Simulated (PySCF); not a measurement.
Electron correlation in Mg⁺ (magnesium, charge +1)

[Ne] 3p1, 2P determinant (an excited configuration). Calculation: PySCF 2.14, in x2c-TZVPPall (5s4p3d, 32 functions); the spin-free X2C one-electron Hamiltonian (Gaussian nucleus). Frozen: 1s2; 9 electrons correlated.

| level | correlation energy (mhartree) |
| --- | --- |
| CCSD | -163.80 |
| (T) | -1.10 |
| CCSD(T) | -164.90 |

Diagnostics: T1 = 0.0037, D1 = 0.0084, largest double amplitude 0.019.

Cost of the coupled-cluster step: roughly 0.6 core-seconds, for 9 correlated electrons.

The basis was made for the ground configuration and has no added diffuse functions, which can raise the energy of the promoted electron.

This basis was not built for core-valence correlation, so the inner-shell part is incomplete.
